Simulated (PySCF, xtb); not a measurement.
Pb(I)(SH) (HIPbS), SMILES [SH][Pb][I] (connectivity only; charge and spin as stated), neutral, multiplicity 1.

GFN2-xTB (xtb 6.7.1) at its own geometry gives an orbital gap of 2.60 eV and a dipole moment of 8.78 D.

Geometry optimised at r2SCAN-D4/def2-SVP. The def2 effective core potentials stand for the cores of I, Pb; spin–orbit coupling is left out. Other conformers were not sampled.

**Question.** What does ωB97X/def2-TZVPD (PySCF) give? (An estimate is asked for; the answer gives what the named calculation found.)

**Answer.** gap 7.88 eV (levels -9.19 and -1.30 eV), dipole 4.58 D.
